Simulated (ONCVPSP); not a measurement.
## hafnium (Hf), ONCV: configuration errors across variants

```json
{
 "Element": "Hf",
 "Generator": "ONCVPSP 4.0.1",
 "Type": "optimised norm-conserving Vanderbilt (ONCV)",
 "Functional": "PBE",
 "Relativity": "fully relativistic",
 "Frozen core": "[Xe] 4f14",
 "Valence charge": "4",
 "Reference configuration": "5d2 6s1 (charge +1)",
 "Partial waves": "6s: rc 3.00 bohr, ncon 4, nbas 7, qcut 1.8 1/bohr, 2 projectors, debl 1.3 Ha; p scattering state at 0.12 Ha: rc 2.90 bohr, ncon 4, nbas 9, qcut 2.7 1/bohr, 1 projector; 5d: rc 2.65 bohr, ncon 4, nbas 8, qcut 6.6 1/bohr, 1 projector",
 "Local potential": "polynomial inside 1.80 bohr (lpopt 3, dvloc0 4 Ha)",
 "Core correction": "polynomial model core, fcfact 0.6"
}
```

Open shells are filled in proportion to 2j + 1.

In the p channel the program set the typed energies aside and used 0.050 Ha (j = l + 1/2; the other j can differ).

All-electron excitation energies from the reference (eV): (1) 5d2 6s2 -7.980; (2) 5d2 6s0 14.180; (3) 5d1 6s0 35.963; (4) 5d2 6s1 6p1 -4.182.

1 further variants failed, have other tests or too few solved ones, and are left out.

Errors AE − PS in meV (a dash: test not solved or not reliable):

```csv
change,(1),(2),(3),(4),bound ghosts,GHOST(+) flags above zero
base,-4.3,-13,-232,+34,none,s
"all radii but the core radius scaled by about 0.87 (s 2.60, p 2.52, d 2.30 bohr); local potential polynomial inside 1.56 bohr (lpopt 3, dvloc0 4 Ha)",-5.1,-11,-207,–,none,"s, p3/2, p1/2"
"all radii but the core radius scaled by about 0.90 (s 2.70, p 2.62, d 2.38 bohr); local potential polynomial inside 1.62 bohr (lpopt 3, dvloc0 4 Ha)",-5.0,-11,-209,+47,none,"s, p3/2"
"all radii but the core radius scaled by about 1.12 (s 3.36, p 3.26, d 2.98 bohr); local potential polynomial inside 2.02 bohr (lpopt 3, dvloc0 4 Ha)",-5.3,-24,-291,+28,none,none
"all radii but the core radius scaled by about 1.17 (s 3.52, p 3.40, d 3.10 bohr); local potential polynomial inside 2.12 bohr (lpopt 3, dvloc0 4 Ha)",-6.9,-33,-321,+27,none,none
"all radii but the core radius scaled by about 1.24 (s 3.72, p 3.60, d 3.30 bohr); local potential polynomial inside 2.24 bohr (lpopt 3, dvloc0 4 Ha)",-11,-49,-370,+26,none,none
"all radii but the core radius scaled by about 1.32 (s 3.96, p 3.82, d 3.50 bohr); local potential polynomial inside 2.38 bohr (lpopt 3, dvloc0 4 Ha)",-2.8,-70,-441,+30,none,none
```

Problem. Give the same row for: all radii but the core radius scaled by about 1.03 (s 3.10, p 3.00, d 2.74 bohr); local potential polynomial inside 1.86 bohr (lpopt 3, dvloc0 4 Ha).

Solution. -4.2, -15, -245, +32; bound ghosts: none; GHOST(+) flags above zero: s.
